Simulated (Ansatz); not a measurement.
SiNH5O2 (charge +1): a saddle search.

Input (in.yaml):

```yaml
crystal:
  periodic: [false, false, false]
  atoms:
    - {symbol: Si, position_ang: [-0.917100, -0.047700, 0.026900]}
    - {symbol: N, position_ang: [0.881900, -0.923900, -0.064400]}
    - {symbol: H, position_ang: [-0.205000, -1.568300, 0.085600]}
    - {symbol: O, position_ang: [-0.617300, 1.177400, 1.092900]}
    - {symbol: O, position_ang: [-0.982200, 0.717400, -1.400700]}
    - {symbol: H, position_ang: [1.570400, -0.904700, 0.680500]}
    - {symbol: H, position_ang: [1.355500, -1.015900, -0.955200]}
    - {symbol: H, position_ang: [-0.527800, 0.990600, 2.020700]}
    - {symbol: H, position_ang: [-0.558400, 1.575200, -1.486200]}
basis:
  gaussian: {orbitals: def2-SVP}
total_charge: 1
hamiltonian: {xc: pbe0, dispersion: d4}
saddle:
  max_steps: 30
  mode_guess:
    - [-0.4641, 0.1333, 0.0581]
    - [-0.2418, -0.2605, 0.0780]
    - [0.7502, 0.0470, -0.1325]
    - [0.0383, 0.0533, -0.0297]
    - [0.0591, 0.0450, -0.0487]
    - [-0.1172, -0.0483, 0.0284]
    - [-0.1058, -0.0182, 0.0402]
    - [0.0446, 0.0077, 0.0184]
    - [0.0366, 0.0407, -0.0122]
```

Command:

```bash
ansatz run in.yaml --threads 4 --pin off --events-out ev --progress --plain --max-ram 9574MiB
```

Output of Ansatz 0.2.0:

```
Functional definition: PBE0
  name "PBE0"
  cite "Adamo & Barone, J. Chem. Phys. 110, 6158 (1999) doi:10.1063/1.478522"
  cite "Perdew, Burke & Ernzerhof, Phys. Rev. Lett. 77, 3865 (1996) doi:10.1103/PhysRevLett.77.3865"
  parent pbe
  parameter a = 0.25
  parameter kappa = 0.804
  parameter beta = 0.06672455060314922
  exchange = (1 - a)*pbe_x(kappa = kappa, mu = beta*pi^2/3) + a*exact_x
  correlation = pbe_c(beta = beta)
888 factors; integrals over basis functions are off by at most 3.1e-4 eV
mean field evaluation 1: about -13499.3682 eV, gradient 1.0e2 eV
mean field evaluation 2: about -13499.3906 eV, gradient 1.0e2 eV
mean field evaluation 4: about -13517.5302 eV, gradient 2.6e1 eV
mean field evaluation 8: about -13519.2962 eV, gradient 7.5e-1 eV
mean field evaluation 16: about -13519.3044 eV, gradient 3.8e-4 eV
mean field evaluation 32: about -13472.8460 eV, gradient 8.1e1 eV
mean field -13519.30440226 eV, -496.8252730694 hartree, gradient 3.6e-6 eV, S^2 0.750000; 0 other end points of the search recorded, 0 dependent functions left out
the calculation of the forces begins
reference -13519.30442681 eV, -496.8252739717 hartree; 21, 20 occupied and 64, 65 virtual orbitals, 888 factors
these checks for a lower state are left out or cut short: stability, starts, cluster_reference, orbital_swaps, neighbouring_geometries, increment
888 factors; integrals over basis functions are off by at most 3.1e-4 eV
mean field -13519.34302302 eV, -496.8266923560 hartree, gradient 1.8e-6 eV, S^2 0.750000; 0 other end points of the search recorded, 0 dependent functions left out
the calculation of the forces begins
reference -13519.34304759 eV, -496.8266932589 hartree; 21, 20 occupied and 64, 65 virtual orbitals, 888 factors
these checks for a lower state are left out or cut short: stability, starts, cluster_reference, orbital_swaps, neighbouring_geometries, increment
888 factors; integrals over basis functions are off by at most 3.0e-4 eV
mean field evaluation 64: about -13519.3194 eV, gradient 6.2e-1 eV
mean field -13519.32075337 eV, -496.8258739615 hartree, gradient 2.0e-6 eV, S^2 0.750000; 0 other end points of the search recorded, 0 dependent functions left out
the calculation of the forces begins
reference -13519.32077791 eV, -496.8258748633 hartree; 21, 20 occupied and 64, 65 virtual orbitals, 888 factors
saddle step   1: F+E_penalty+E_count = -13519.41767751 eV  max|allowed force component| = 4.144e0 eV/Å  curvature = -8.3123 eV/Å²  mode residual = 3.18e0 eV/Å²  Δτ_max = 0.0000 Å  (1 rotations, 3 force calls, 137 SCF iters)  cluster: 3 rotations left out, max|force component along them| = 1.494e-7 eV/Å
saddle step   2: F+E_penalty+E_count = -13519.64333646 eV  max|allowed force component| = 2.328e0 eV/Å  curvature = -18.5925 eV/Å²  mode residual = 4.27e0 eV/Å²  Δτ_max = 0.2000 Å  (1 rotations, 3 force calls, 64 SCF iters)  cluster: 3 rotations left out, max|force component along them| = 1.164e-6 eV/Å
saddle step   3: F+E_penalty+E_count = -13519.75736503 eV  max|allowed force component| = 1.116e0 eV/Å  curvature = -13.0783 eV/Å²  mode residual = 4.89e0 eV/Å²  Δτ_max = 0.2000 Å  (1 rotations, 3 force calls, 71 SCF iters)  cluster: 3 rotations left out, max|force component along them| = 2.764e-8 eV/Å
saddle step   4: F+E_penalty+E_count = -13519.91034489 eV  max|allowed force component| = 7.016e-1 eV/Å  curvature = -16.8258 eV/Å²  mode residual = 3.39e0 eV/Å²  Δτ_max = 0.1086 Å  (1 rotations, 3 force calls, 65 SCF iters)  cluster: 3 rotations left out, max|force component along them| = 6.415e-8 eV/Å
saddle step   5: F+E_penalty+E_count = -13519.96850239 eV  max|allowed force component| = 3.083e-1 eV/Å  curvature = -16.6919 eV/Å²  mode residual = 2.60e0 eV/Å²  Δτ_max = 0.0656 Å  (1 rotations, 3 force calls, 64 SCF iters)  cluster: 3 rotations left out, max|force component along them| = 1.844e-7 eV/Å
saddle step   6: F+E_penalty+E_count = -13519.99219528 eV  max|allowed force component| = 3.343e-1 eV/Å  curvature = -16.9145 eV/Å²  mode residual = 2.57e0 eV/Å²  Δτ_max = 0.0538 Å  (1 rotations, 3 force calls, 60 SCF iters)  cluster: 3 rotations left out, max|force component along them| = 7.121e-7 eV/Å
saddle step   7: F+E_penalty+E_count = -13520.01503366 eV  max|allowed force component| = 4.700e-1 eV/Å  curvature = -18.0387 eV/Å²  mode residual = 2.51e0 eV/Å²  Δτ_max = 0.1047 Å  (1 rotations, 3 force calls, 63 SCF iters)  cluster: 3 rotations left out, max|force component along them| = 1.326e-7 eV/Å
saddle step   8: F+E_penalty+E_count = -13520.02830569 eV  max|allowed force component| = 4.134e-1 eV/Å  curvature = -18.3922 eV/Å²  mode residual = 2.39e0 eV/Å²  Δτ_max = 0.0616 Å  (1 rotations, 3 force calls, 62 SCF iters)  cluster: 3 rotations left out, max|force component along them| = 1.314e-7 eV/Å
saddle step   9: F+E_penalty+E_count = -13519.98333278 eV  max|allowed force component| = 1.991e0 eV/Å  curvature = -18.4689 eV/Å²  mode residual = 1.70e0 eV/Å²  Δτ_max = 0.1542 Å  (1 rotations, 3 force calls, 64 SCF iters)  cluster: 3 rotations left out, max|force component along them| = 1.742e-7 eV/Å
saddle step  10: F+E_penalty+E_count = -13520.04550916 eV  max|allowed force component| = 1.910e-1 eV/Å  curvature = -18.1197 eV/Å²  mode residual = 9.69e-1 eV/Å²  Δτ_max = 0.1205 Å  (1 rotations, 3 force calls, 63 SCF iters)  cluster: 3 rotations left out, max|force component along them| = 2.125e-7 eV/Å
saddle step  11: F+E_penalty+E_count = -13520.05383067 eV  max|allowed force component| = 1.440e-1 eV/Å  curvature = -17.9549 eV/Å²  mode residual = 9.63e-1 eV/Å²  Δτ_max = 0.0274 Å  (1 rotations, 3 force calls, 59 SCF iters)  cluster: 3 rotations left out, max|force component along them| = 1.998e-7 eV/Å
saddle step  12: F+E_penalty+E_count = -13519.91356169 eV  max|allowed force component| = 2.521e0 eV/Å  curvature = -16.8618 eV/Å²  mode residual = 2.03e0 eV/Å²  Δτ_max = 0.2000 Å  (1 rotations, 3 force calls, 64 SCF iters)  cluster: 3 rotations left out, max|force component along them| = 1.702e-7 eV/Å
saddle step  13: F+E_penalty+E_count = -13520.06013189 eV  max|allowed force component| = 1.530e-1 eV/Å  curvature = -17.6093 eV/Å²  mode residual = 7.06e-1 eV/Å²  Δτ_max = 0.1807 Å  (1 rotations, 3 force calls, 64 SCF iters)  cluster: 3 rotations left out, max|force component along them| = 2.907e-7 eV/Å
saddle step  14: F+E_penalty+E_count = -13520.06411199 eV  max|allowed force component| = 1.149e-1 eV/Å  curvature = -17.5207 eV/Å²  mode residual = 5.00e-1 eV/Å²  Δτ_max = 0.0160 Å  (1 rotations, 3 force calls, 60 SCF iters)  cluster: 3 rotations left out, max|force component along them| = 2.657e-7 eV/Å
saddle step  15: F+E_penalty+E_count = -13520.00118335 eV  max|allowed force component| = 1.827e0 eV/Å  curvature = -16.7282 eV/Å²  mode residual = 1.37e0 eV/Å²  Δτ_max = 0.1479 Å  (1 rotations, 3 force calls, 64 SCF iters)  cluster: 3 rotations left out, max|force component along them| = 1.651e-7 eV/Å
saddle step  16: F+E_penalty+E_count = -13520.06884218 eV  max|allowed force component| = 8.289e-2 eV/Å  curvature = -17.3011 eV/Å²  mode residual = 8.60e-1 eV/Å²  Δτ_max = 0.1279 Å  (1 rotations, 3 force calls, 64 SCF iters)  cluster: 3 rotations left out, max|force component along them| = 2.123e-7 eV/Å
saddle step  17: F+E_penalty+E_count = -13520.07185946 eV  max|allowed force component| = 1.176e-1 eV/Å  curvature = -17.3523 eV/Å²  mode residual = 4.71e-1 eV/Å²  Δτ_max = 0.0152 Å  (1 rotations, 3 force calls, 60 SCF iters)  cluster: 3 rotations left out, max|force component along them| = 2.726e-7 eV/Å
saddle step  18: F+E_penalty+E_count = -13520.04458627 eV  max|allowed force component| = 1.274e0 eV/Å  curvature = -16.4010 eV/Å²  mode residual = 8.26e-1 eV/Å²  Δτ_max = 0.1129 Å  (1 rotations, 3 force calls, 62 SCF iters)  cluster: 3 rotations left out, max|force component along them| = 2.343e-7 eV/Å
saddle step  19: F+E_penalty+E_count = -13520.07644299 eV  max|allowed force component| = 8.257e-2 eV/Å  curvature = -17.4528 eV/Å²  mode residual = 6.72e-1 eV/Å²  Δτ_max = 0.0889 Å  (1 rotations, 3 force calls, 64 SCF iters)  cluster: 3 rotations left out, max|force component along them| = 1.549e-7 eV/Å
saddle step  20: F+E_penalty+E_count = -13520.07867861 eV  max|allowed force component| = 1.443e-1 eV/Å  curvature = -17.2979 eV/Å²  mode residual = 3.55e-1 eV/Å²  Δτ_max = 0.0142 Å  (1 rotations, 3 force calls, 60 SCF iters)  cluster: 3 rotations left out, max|force component along them| = 3.766e-7 eV/Å
saddle step  21: F+E_penalty+E_count = -13520.07833325 eV  max|allowed force component| = 6.007e-1 eV/Å  curvature = -17.3085 eV/Å²  mode residual = 4.76e-1 eV/Å²  Δτ_max = 0.0686 Å  (1 rotations, 3 force calls, 62 SCF iters)  cluster: 3 rotations left out, max|force component along them| = 1.881e-7 eV/Å
saddle step  22: F+E_penalty+E_count = -13520.08350065 eV  max|allowed force component| = 8.299e-2 eV/Å  curvature = -17.0991 eV/Å²  mode residual = 2.50e-1 eV/Å²  Δτ_max = 0.0303 Å  (1 rotations, 3 force calls, 61 SCF iters)  cluster: 3 rotations left out, max|force component along them| = 7.554e-7 eV/Å
saddle step  23: F+E_penalty+E_count = -13520.08481321 eV  max|allowed force component| = 1.029e-1 eV/Å  curvature = -17.2670 eV/Å²  mode residual = 2.63e-1 eV/Å²  Δτ_max = 0.0104 Å  (1 rotations, 3 force calls, 60 SCF iters)  cluster: 3 rotations left out, max|force component along them| = 3.011e-7 eV/Å
saddle step  24: F+E_penalty+E_count = -13520.08655299 eV  max|allowed force component| = 2.232e-1 eV/Å  curvature = -17.3076 eV/Å²  mode residual = 3.93e-1 eV/Å²  Δτ_max = 0.0338 Å  (1 rotations, 3 force calls, 59 SCF iters)  cluster: 3 rotations left out, max|force component along them| = 2.211e-7 eV/Å
saddle step  25: F+E_penalty+E_count = -13520.08782210 eV  max|allowed force component| = 7.195e-2 eV/Å  curvature = -17.5163 eV/Å²  mode residual = 3.77e-1 eV/Å²  Δτ_max = 0.0073 Å  (1 rotations, 3 force calls, 61 SCF iters)  cluster: 3 rotations left out, max|force component along them| = 2.071e-7 eV/Å
saddle step  26: F+E_penalty+E_count = -13520.08854511 eV  max|allowed force component| = 3.422e-2 eV/Å  curvature = -17.4256 eV/Å²  mode residual = 2.87e-1 eV/Å²  Δτ_max = 0.0151 Å  (1 rotations, 6 force calls, 106 SCF iters)  cluster: 3 rotations left out, max|force component along them| = 3.152e-7 eV/Å
saddle step  27: F+E_penalty+E_count = -13520.08966708 eV  max|allowed force component| = 1.109e-1 eV/Å  curvature = -17.3204 eV/Å²  mode residual = 3.55e-1 eV/Å²  Δτ_max = 0.0420 Å  (1 rotations, 3 force calls, 60 SCF iters)  cluster: 3 rotations left out, max|force component along them| = 5.610e-8 eV/Å
saddle step  28: F+E_penalty+E_count = -13520.09036049 eV  max|allowed force component| = 1.590e-1 eV/Å  curvature = -17.3331 eV/Å²  mode residual = 4.00e-1 eV/Å²  Δτ_max = 0.0316 Å  (1 rotations, 3 force calls, 59 SCF iters)  cluster: 3 rotations left out, max|force component along them| = 1.488e-7 eV/Å
saddle step  29: F+E_penalty+E_count = -13520.09196347 eV  max|allowed force component| = 1.244e-1 eV/Å  curvature = -17.2179 eV/Å²  mode residual = 3.59e-1 eV/Å²  Δτ_max = 0.0306 Å  (1 rotations, 3 force calls, 61 SCF iters)  cluster: 3 rotations left out, max|force component along them| = 2.311e-7 eV/Å
saddle step  30: F+E_penalty+E_count = -13520.05163298 eV  max|allowed force component| = 1.578e0 eV/Å  curvature = -17.3482 eV/Å²  mode residual = 8.61e-1 eV/Å²  Δτ_max = 0.1313 Å  (1 rotations, 3 force calls, 64 SCF iters)  cluster: 3 rotations left out, max|force component along them| = 1.912e-7 eV/Å
Error: the saddle search did not converge after 30 steps: max|allowed force component| = 1.58e0 eV/Å (threshold 5.0e-2). At the last step the curvature along the mode is -17.348 eV/Å² (extrapolated from the last rotation, not read by a force call), negative, as on the way to a saddle point. To go on, set a larger `saddle.max_steps` (a set value also replaces the default of 250 for a search that goes on from a second negative curvature), or search again from the last step's geometry and mode. Where this run's directory can be resumed (`checkpoint.write`), a resume goes on for up to `saddle.max_steps` more
F+E_penalty+E_count at the last step = -13520.05163298 eV
to start another search from the last step: its geometry and its mode (saddle.mode_guess, Cartesian):
  atoms:
    - { symbol: Si, position_ang: [-0.37332858, 0.21974458, 0.02546816] }
    - { symbol: N, position_ang: [1.00177951, -0.88718727, -0.11569357] }
    - { symbol: H, position_ang: [-0.32902446, -1.43523323, 0.09645002] }
    - { symbol: O, position_ang: [-0.28609506, 1.03997635, 1.40838028] }
    - { symbol: O, position_ang: [-0.60315249, 0.84627807, -1.42939403] }
    - { symbol: H, position_ang: [1.57058090, -1.16334709, 0.68915257] }
    - { symbol: H, position_ang: [1.35223063, -1.22148388, -1.02233544] }
    - { symbol: H, position_ang: [-1.05370424, 1.12501584, 2.05799949] }
    - { symbol: H, position_ang: [-1.27928621, 1.47633663, -1.70992746] }
  mode_guess:
    - [-0.28151814, 0.17551695, 0.04440266]
    - [-0.45666437, -0.34496065, 0.07199029]
    - [0.69391562, -0.11340421, -0.09939059]
    - [0.08368688, 0.09951374, 0.06229759]
    - [0.07802391, 0.07887048, -0.06510861]
    - [-0.06308878, 0.04582833, -0.02372108]
    - [-0.06009846, 0.03981202, 0.03365781]
    - [0.00561373, 0.00808337, -0.00262811]
    - [0.00012961, 0.01073998, -0.02149996]


[the SCF lines of later steps are left out]
```

Hardware: 4 CPU threads of an Intel Xeon, shared host. Wall time about 2.1 min.


The run did not converge within its limit. The charge typed is one more than that of the intended reaction, so any result belongs to that ion.